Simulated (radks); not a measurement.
Results of a calculation; reference values are marked as such.
Bi XXXVII, configuration [Kr] 4d10 4f1.

Level of theory: Dirac Kohn-Sham, PBE, spin-unpolarised, spherical densities, point nucleus; open shells are shared between the two j in proportion to 2j + 1 (a radial shooting solver on a logarithmic mesh with Libxc functionals).

Energy parts (hartree):
| part | energy |
|---|---|
| total | -20860.3128 |
| kinetic | 24526.1884 |
| electron-nucleus | -50346.5580 |
| Hartree | 5300.0084 |
| exchange-correlation | -339.9516 |

Orbitals (lengths in bohr, moments of r in powers of bohr; r(max) is where P^2 peaks):
| orbital | occ. | eigenvalue (hartree) | r(max) |
|---|---|---|---|
| 1s1/2 | 2 | -3379.408 | 0.009650 |
| 2s1/2 | 2 | -650.1235 | 0.05640 |
| 2p1/2 | 2 | -626.5409 | 0.04119 |
| 2p3/2 | 4 | -541.3222 | 0.04903 |
| 3s1/2 | 2 | -196.8656 | 0.1585 |
| 3p1/2 | 2 | -186.3411 | 0.1476 |
| 3p3/2 | 4 | -167.0404 | 0.1632 |
| 3d3/2 | 4 | -149.9620 | 0.1267 |
| 3d5/2 | 6 | -145.8749 | 0.1309 |
| 4s1/2 | 2 | -80.98121 | 0.3453 |
| 4p1/2 | 2 | -76.37626 | 0.3411 |
| 4p3/2 | 4 | -70.74054 | 0.3682 |
| 4d3/2 | 4 | -63.35567 | 0.3535 |
| 4d5/2 | 6 | -62.20582 | 0.3610 |
| 4f5/2 | 0.428571 | -53.18486 | 0.3001 |
| 4f7/2 | 0.571429 | -52.86191 | 0.3030 |

The highest occupied level is 4f7/2 at -1438.4 eV. Summed over all electrons, <r^2> = 3.571 bohr^2, which gives a Langevin (diamagnetic) susceptibility term of -2.83 x 10^-6 cm^3/mol. The density falls to 0.001 e/bohr^3 at r = 1.06 bohr.
